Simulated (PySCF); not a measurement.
# Atomic charges by several schemes

Species: C8H14P (charge +1).
Geometry (GFN2-xTB, Å), atoms numbered from 1 in this order:
```xyz
23
C8H14P angstrom
C      2.065   -2.301    0.562
C      1.824   -1.339   -0.318
P      0.742    0.048    0.021
C      1.626    1.591   -0.194
C      1.742    2.497    0.767
C     -0.746   -0.010   -1.025
C     -1.674   -1.178   -0.637
C     -2.585   -0.182    0.097
C     -1.821    0.985   -0.545
H      1.625   -2.308    1.547
H      2.720   -3.124    0.327
H      2.273   -1.332   -1.305
H      0.335   -0.035    1.335
H      2.063    1.731   -1.177
H      2.278    3.418    0.608
H      1.311    2.358    1.747
H     -0.440    0.056   -2.074
H     -1.232   -1.967   -0.027
H     -2.149   -1.633   -1.502
H     -2.481   -0.221    1.179
H     -3.640   -0.242   -0.154
H     -2.358    1.444   -1.371
H     -1.485    1.773    0.131
```

Density: PBE0/pcSseg-1 (PySCF); schemes: Mulliken, IAO, Hirshfeld and ESP-fitted. Isolated species at its GFN2-xTB geometry (one conformer only).

Do the Mulliken, IAO, Hirshfeld and ESP-fitted schemes agree on where the charge is highest?

All schemes agree: Mulliken P3 (+0.604); IAO P3 (+1.070); Hirshfeld P3 (+0.456); ESP-fitted P3 (+0.519).

At which atom do the 4 schemes differ most?

At P3: from +0.456 (Hirshfeld) to +1.070 e (IAO), 0.614 e apart.

For which atoms does the sign change between the 4 schemes (beyond +0.03 e in one, beyond −0.03 e in another)?

C8.

Tabulate the Mulliken, IAO, Hirshfeld and ESP-fitted charges.

In e:

```tsv
atom	environment	Mulliken	IAO	Hirshfeld	ESP-fitted
C1	terminal =CH2 carbon	-0.061	-0.217	-0.013	-0.174
C2	alkene CH carbon	-0.391	-0.388	-0.073	-0.338
P3	phosphonium phosphorus	+0.604	+1.070	+0.456	+0.519
C4	alkene CH carbon	-0.391	-0.388	-0.073	-0.355
C5	terminal =CH2 carbon	-0.061	-0.217	-0.013	-0.169
C6	sp3 carbon bound to phosphorus	-0.469	-0.320	-0.046	-0.065
C7	four-membered-ring carbon	-0.156	-0.263	-0.056	-0.282
C8	four-membered-ring carbon	-0.217	-0.264	-0.059	+0.152
C9	four-membered-ring carbon	-0.157	-0.264	-0.056	-0.289
H10	vinylic hydrogen	+0.154	+0.173	+0.075	+0.169
H11	vinylic hydrogen	+0.180	+0.199	+0.091	+0.198
H12	vinylic hydrogen	+0.189	+0.191	+0.078	+0.227
H13	P–H hydrogen	+0.132	+0.013	+0.053	+0.140
H14	vinylic hydrogen	+0.189	+0.191	+0.078	+0.235
H15	vinylic hydrogen	+0.180	+0.199	+0.091	+0.200
H16	vinylic hydrogen	+0.154	+0.173	+0.075	+0.167
H17	methine hydrogen	+0.193	+0.173	+0.066	+0.132
H18	methylene hydrogen	+0.147	+0.141	+0.043	+0.088
H19	methylene hydrogen	+0.166	+0.173	+0.067	+0.155
H20	methylene hydrogen	+0.137	+0.145	+0.048	+0.006
H21	methylene hydrogen	+0.165	+0.165	+0.062	+0.038
H22	methylene hydrogen	+0.166	+0.173	+0.067	+0.157
H23	methylene hydrogen	+0.147	+0.141	+0.042	+0.091
```

Mean size of the charges over all atoms: IAO 0.245 e, Mulliken 0.209 e, ESP-fitted 0.189 e, Hirshfeld 0.078 e. Each set sums to the total charge, 1, to within 0.001 e. The Mulliken scheme counts on each atom the diagonal of the density matrix times the overlap matrix over that atom's basis functions. The IAO scheme projects the occupied orbitals on a minimal set of polarised atomic orbitals and counts the electrons in each atom's part of it.

How closely do the schemes follow one another over all atoms?

Correlation coefficient and root-mean-square difference: IAO with Hirshfeld 0.97, 0.209 e; Mulliken with IAO 0.94, 0.120 e; IAO with ESP-fitted 0.87, 0.163 e; Mulliken with Hirshfeld 0.86, 0.160 e; Mulliken with ESP-fitted 0.83, 0.135 e; Hirshfeld with ESP-fitted 0.81, 0.144 e.

Sum the charges by element, for elements with more than one atom.

| element | atoms | Mulliken | IAO | Hirshfeld | ESP-fitted |
| --- | --- | --- | --- | --- | --- |
| C | 8 | -1.903 | -2.321 | -0.391 | -1.520 |
| H | 14 | +2.299 | +2.251 | +0.936 | +2.002 |

How many electrons does the Mulliken scheme count on C7?

Z − q = 6 − (-0.156) = 6.156.

The run behind these numbers computed NMR shieldings as well. The run took 50 s wall on one thread of an Arm Neoverse V1, no GPU, shared host with 32 logical CPUs at a one-minute load of 11, and the process peaked at 1.1 GiB of memory.
